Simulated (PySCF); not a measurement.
Run record: geometry optimisation, `[N]#[W]([F])([F])[F]` (WNF3).

Method: PBE0-D3(BJ)/def2-SVP geometry optimisation, gas phase, def2 core potentials past Kr (PySCF 2.14.0). Start geometry: GFN2-xTB. The input is one job of a driver script: a line of settings, then coordinates in Å.

Input:
```
{"job": {"xc": "PBE0", "basis": "def2-SVP", "d3": "d3bj", "grid": 1, "maxiter": 30, "shake": 0.03, "kind": "geom"}, "charge": 0, "multiplicity": 1}
W      0.238150    -0.381360     0.129340
N     -0.028470     0.006360     1.848710
F      1.664510     0.412360    -0.664790
F     -0.567500     1.157860    -0.705770
F     -1.231830    -1.305700    -0.669620
```

Estimate the output.

```
step   0  E = -420.80780222  max force = 0.111370
step   1  E = -420.84630359  max force = 0.055317
step   2  E = -420.86968362  max force = 0.034120
step   3  E = -420.87244598  max force = 0.035109
step   4  E = -420.88455550  max force = 0.019165
step   5  E = -420.88868391  max force = 0.007226
step   6  E = -420.89075787  max force = 0.019266
step   7  E = -420.89146585  max force = 0.007136
step   8  E = -420.89162921  max force = 0.003004
step   9  E = -420.89165569  max force = 0.000878
step  10  E = -420.89166663  max force = 0.000325
optimisation converged
```

Energies in Eh; «max force» is the largest Cartesian gradient component in Eh/bohr.

How much energy does the optimisation release, in eV?

E(step 0) − E(last step) = 0.083864 Eh, which is 2.282 eV.

In short: final energy -420.89167 Eh after 10 steps; dipole 2.18 D.

How long does this job take on Arm Neoverse V1, one thread, no GPU, shared host with 32 logical CPUs at a one-minute load of 33? And the peak memory of the process?

About 45 s, with 0.34 GiB resident at the peak, the Python interpreter and its libraries included.
Labels such as C1 count atoms from 1, the log's own numbers from 0.
